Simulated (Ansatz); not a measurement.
`CC(C)BO` → `[BH]O`• + `C[CH]C`•  (homolysis of the B–C bond)

Gas-phase electronic energies from Ansatz, PBE0-D4/def2-TZVP geometries. CCSD(T)/CBS adds triple-zeta CCSD(T) − MP2 to the extrapolated MP2 energy (def2 sets, frozen cores). This one scheme is used for every species. Functionals use def2-TZVPP. B3LYP here is the variant with VWN-RPA as its local correlation; programs differ in this. HSE06 is defined as in plane-wave codes. No spin–orbit coupling; open shells (•) take unrestricted orbitals. Each species was taken in one conformer, which may not be the lowest.

`CC(C)BO`:

```xyz
14

C    -0.298    1.125    0.953
C    -0.099   -0.205    0.222
C    -1.184   -0.397   -0.839
B     1.324   -0.240   -0.450
O     2.281   -1.149   -0.149
H     0.435    1.271    1.751
H    -1.294    1.180    1.402
H    -0.202    1.967    0.260
H    -0.190   -1.018    0.958
H    -2.182   -0.345   -0.393
H    -1.097   -1.362   -1.347
H    -1.123    0.384   -1.603
H     1.627    0.568   -1.288
H     2.001   -1.778    0.523
```

`[BH]O`•:

Z-matrix (Å, degrees):
```
B
O 1 1.333
H 1 1.201 2 121.0
H 2 0.961 1 114.6 3 -180.0
```

`C[CH]C`•:

Cartesian coordinates in Å:
```
C -0.650 -0.451 -1.023
C -0.465 0.316 0.230
C 0.858 0.369 0.895
H 0.137 -0.224 -1.752
H -1.615 -0.247 -1.492
H -0.599 -1.538 -0.850
H -1.339 0.659 0.771
H 1.656 0.602 0.181
H 0.888 1.114 1.693
H 1.129 -0.599 1.347
```

| level | ΔE (kcal/mol) | difference from CCSD(T)/CBS |
| --- | --- | --- |
| B97M-V | 98.4 | -3.2 |
| B3LYP-D4 | 95.0 | -6.6 |
| r2SCAN0-D4 | 92.1 | -9.5 |
| revPBE | 88.6 | -13.0 |
| PBE0 | 94.9 | -6.7 |
| HSE06 | 95.0 | -6.6 |
| MP2/def2-SVP | 101.9 | 0.3 |
| HF/def2-TZVPP | 71.7 | -29.9 |
| HF/def2-QZVPP | 71.5 | -30.1 |
| HF/CBS(def2) | 71.5 | -30.1 |
| CCSD(T)/CBS | 101.6 | 0 |

Largest T1 diagnostic among the species: 0.016.

At CCSD(T), def2-SVP lies −2.5 kcal/mol from the extrapolated value and def2-TZVPP −1.6 kcal/mol: correlation converges slowly with the basis, and small sets miss more of it in the bonded molecule than in its fragments. Leaving LDA and LC-ωPBE aside and taking each functional with its dispersion term where it has one, the values, not all of them listed here, spread over 10.0 kcal/mol, from r2SCAN-D4 to ωB97M-V. LDA lies +15.8 kcal/mol from PBE without D4, its usual overbinding.
